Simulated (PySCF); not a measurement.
**Dipole response of Pb (lead, neutral)**

[Xe] 4f14 5d10 6s2 6p2, high-spin 3P determinant. All numbers are calculated (PySCF 2.14, the spin-free X2C one-electron Hamiltonian (Gaussian nucleus), in aug-cc-pwCVTZ-DK3 with one added diffuse shell each of s, d, f type (12s10p9d6f1g, 138 functions)). Coupled (time-dependent) response in atomic units; α is the mean over directions.

| method | mean α (bohr³) | α xx, yy, zz | C₆ (like pair) | S(−4) |
| --- | --- | --- | --- | --- |
| r2SCANh | 63.57 | 46.08, 72.32, 72.32 | 768.6 | 1551 |

S(−4) is the Cauchy moment in α(ω) = α(0) + S(−4) ω² + …

Reference α: 47 ± 3 bohr³ (recommended; Schwerdtfeger and Nagle, table of static dipole polarizabilities (2023 update)). Published C₆: 534.0 (Gould and Bucko (2016)).

Spin-orbit coupling is absent.

α(iu) at r2SCANh:

| u (hartree) | α(iu) (bohr³) |
| --- | --- |
| 0 | 63.57 |
| 0.0500 | 60.01 |
| 0.100 | 52.05 |
| 0.200 | 36.37 |
| 0.300 | 26.00 |
| 0.500 | 15.28 |
| 0.750 | 9.546 |
| 1.00 | 6.771 |
| 1.50 | 4.130 |
| 2.00 | 2.861 |
| 3.00 | 1.635 |
| 5.00 | 0.7410 |

The components differ because the open shell of this determinant is not spherical; for a pure term their mean is the scalar polarisability.

Spin-orbit coupling is strong in this species (close to jj coupling), so the high-spin LS determinant is a model state, not a physical level.
